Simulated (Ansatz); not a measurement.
```yaml
crystal:
  periodic: [false, false, false]
  atoms:
    - {symbol: N, position_ang: [-0.536815, 1.154155, -0.651696]}
    - {symbol: C, position_ang: [-0.138078, 0.160287, 0.033970]}
    - {symbol: N, position_ang: [0.485773, 0.347211, 1.275643]}
    - {symbol: Se, position_ang: [-0.285092, -1.744907, -0.242149]}
    - {symbol: H, position_ang: [-1.121540, 0.763098, -1.481321]}
    - {symbol: H, position_ang: [0.693836, 1.297869, 1.413821]}
    - {symbol: H, position_ang: [1.283997, -0.307753, 1.493157]}
    - {symbol: H, position_ang: [-0.294327, -1.584871, -1.727177]}
basis:
  gaussian: {orbitals: def2-TZVPP, nuclear_model: gaussian}
hamiltonian: {xc: {name: HF}}
correlation: {method: rpa}
```

```sh
$ ansatz run in.yaml --threads 2 --pin off --events-out ev --progress --plain --max-ram 4352MiB
```

Shortened log:

```
Functional definition: HF
1218 factors; integrals over basis functions are off by at most 1.5e-3 eV
mean field evaluation 1: about -69356.6839 eV, gradient 4.0e1 eV
mean field evaluation 2: about -69356.9232 eV, gradient 4.0e1 eV
mean field evaluation 4: about -69360.6951 eV, gradient 4.3e0 eV
mean field evaluation 8: about -69360.7844 eV, gradient 5.2e-1 eV
mean field evaluation 16: about -69360.7874 eV, gradient 1.9e-6 eV
mean field -69360.78737837 eV, -2548.9619217247 hartree, gradient 1.9e-6 eV, S^2 0.000000; 0 other end points of the search recorded, 0 dependent functions left out
12 core orbitals not correlated: weight in the atoms' cores, before any rotation towards them, 1.000 or more for the frozen orbitals, at most 0.000 for the correlated occupied ones
reference -69360.78737837 eV, -2548.9619217247 hartree; 17, 17 occupied and 168, 168 virtual orbitals, 1218 factors
Total energy: -69387.15161280 eV, -2549.9307894699 hartree
```

Hardware: 2 threads of an Arm Neoverse V1 on a shared host. Wall time 5.5 s, peak host memory 0.4 GiB.
